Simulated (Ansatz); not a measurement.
Reaction (cleavage of the B–Si bond): `B[SiH](C)B[SiH3]` + H–F → `B[SiH](C)BF` + SiH₄

Program: Ansatz. Geometries: PBE0-D4/def2-TZVP. ΔE: electronic, gas phase. CBS: MP2 limit from def2 TZ/QZ plus the TZ coupled-cluster correction, frozen cores. This one scheme is used for every species. Functionals use def2-TZVPP. B3LYP here is the variant with VWN-RPA as its local correlation; programs differ in this. One conformer a species, not always the lowest.

`B[SiH](C)B[SiH3]`:

Z-matrix (Å, degrees):
```
Si
C 1 1.881
B 1 2.005 2 114.8
B 1 2.007 2 114.8 3 -112.3
H 1 1.496 2 110.6 3 123.3
H 2 1.092 1 111.2 3 -62.1
H 2 1.093 1 110.3 3 57.7
H 2 1.092 1 111.1 3 177.5
Si 3 2.004 1 123.1 2 -24.0
H 3 1.198 1 117.8 2 163.8
H 4 1.195 1 120.6 2 -159.1
H 4 1.197 1 121.5 2 24.7
H 9 1.489 3 113.9 1 31.8
H 9 1.489 3 114.8 1 157.6
H 9 1.498 3 104.2 1 -84.7
```

H–F:

Z-matrix (Å, degrees):
```
F
H 1 0.920
```

`B[SiH](C)BF`:

Z-matrix (Å, degrees):
```
Si
C 1 1.880
B 1 2.041 2 112.7
B 1 2.001 2 115.7 3 -116.8
H 1 1.496 2 111.1 3 117.9
H 2 1.092 1 111.3 3 -60.3
H 2 1.092 1 110.2 3 59.5
H 2 1.092 1 111.1 3 179.1
F 3 1.324 1 120.0 2 -19.2
H 3 1.203 1 123.9 2 162.0
H 4 1.197 1 122.1 2 18.1
H 4 1.196 1 120.4 2 -166.0
```

SiH₄:

Cartesian coordinates in Å:
```
Si 0.000 0.000 0.000
H -0.188 0.744 -1.271
H 0.416 0.943 1.069
H 1.049 -1.034 -0.183
H -1.277 -0.653 0.385
```

```csv
level,ΔE (kJ/mol)
PBE0-D4,-139.2
B3LYP-D4,-153.9
PBE,-145.1
B3LYP,-164.9
HF/def2-TZVPP,-177.7
MP2/def2-TZVPP,-150.5
MP2/CBS(def2),-145.0
CCSD/CBS(def2),-145.7
```

Q: What does CCSD(T)/CBS give? (An estimate is asked.)

A: Computed: -142.9 kJ/mol. The listed levels differ from it by 3.7, -11.0, -2.2, -22.0, -34.8, -7.6, -2.1, -2.8 kJ/mol.

Largest T1 diagnostic among the species: 0.015.

The D4 term adds +11.1 kJ/mol with B3LYP and +6.4 kJ/mol with PBE0; it sums over pairs of atoms, weighted by their polarisabilities, and B3LYP, whose exchange is more repulsive, gets the larger term. In def2-TZVPP, CCSD(T) changes the Hartree–Fock value by +29.4 kJ/mol (the triples alone add +2.9 kJ/mol) and MP2 by +27.2 kJ/mol.
